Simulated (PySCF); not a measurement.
Gas-phase reaction: C₂F₆ + C₄H₁₀ (isobutane) = 2 CH₂CF₂ + 2 CH₃F

Computed with PySCF (xtb for GFN2) and rigid-rotor harmonic-oscillator thermochemistry at 1 bar. † marks an energy on the PBE0/def2-TZVP geometry and frequencies; other levels use their own. MP2 and CCSD(T) freeze the core. 6-31G* has spherical d functions here. All species are closed-shell singlets. B3LYP is the form with VWN-RPA correlation. MP2 isn't extrapolated to the basis-set limit; its ΔH°(298 K) is 376.0 kJ in def2-SVP and 328.0 kJ in def2-TZVPP. CCSD(T) isn't extrapolated to the basis-set limit. The harmonic model lacks anharmonicity and excited electronic states, which grow with temperature; levels with a mode under 35 cm⁻¹ are left out. Internal rotation in C₂F₆, C₄H₁₀ (isobutane) is treated as a harmonic vibration of one conformer, which makes the entropy rough.

```
level              ΔE electronic, kJ  ΔH°(298 K), kJ  ΔS°(298 K), J/K  ΔG°(600 K), kJ
-----------------  -----------------  --------------  ---------------  --------------
B3LYP/6-31G*                     341             325              348             118
CCSD(T)/def2-SVP†                371             355              350             146
GFN2-xTB                         212             191              339             -11
HF/def2-TZVP†                    285             269              350              60
MP2/def2-SVP†                    392             376              350             168
MP2/def2-TZVPP†                  344             328              350             120
PBE/def2-SVP                     353             336              348             129
PBE/def2-TZVP†                   292             276              350              67
PBE0/def2-TZVP                   325             309              350             101
LDA/def2-TZVP†                   396             380              350             171
```
ΔH° is lowest at GFN2-xTB and highest at LDA/def2-TZVP†. No reference value is set beside these.
